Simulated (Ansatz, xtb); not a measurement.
Molecule: SnCl₂, net charge 0, triplet state. This is an excited triplet: at this geometry the singlet lies 2.51 eV lower at RI-MP2/CBS(def2-TZVPPD,def2-QZVPPD)+[CCSD(T)-MP2]/def2-TZVPPD. 
Structure (B3LYP-D3(BJ)/def2-TZVP (Ansatz, a first-principles code) minimum search):
SMILES: [Cl][Sn][Cl]
```xyz
3

Sn    -0.0188     0.0059     0.4882
Cl     1.3430     1.5678    -0.6865
Cl    -1.2878    -1.5852    -0.7495
```
Charge 0, spin multiplicity 3.

Harmonic wavenumbers from GFN2-xTB (xtb, at its own minimum), cm⁻¹: 50, 211, 232.

Q: Give the harmonic wavenumbers at B3LYP-D3(BJ)/def2-TZVP (Ansatz, finite differences of forces, unscaled).

A: 76, 299, 330 cm⁻¹. Zero-point energy 1.0 kcal/mol.

Q: From these and the geometry, give the ideal-gas thermochemistry at 298.15 K and 1 atm (rigid rotor, harmonic oscillator).

A: Point group C2v, rotational symmetry number 2. Rotational constants 7.813, 1.69, 1.39 GHz. S(trans) 41.63, S(rot) 25.88, S(vib) 6.69, S(elec, spin only) 2.18, S 76.4 cal/(mol K). H(298) - H(0) 3.37 kcal/mol; G - E(el) -18.4 kcal/mol.
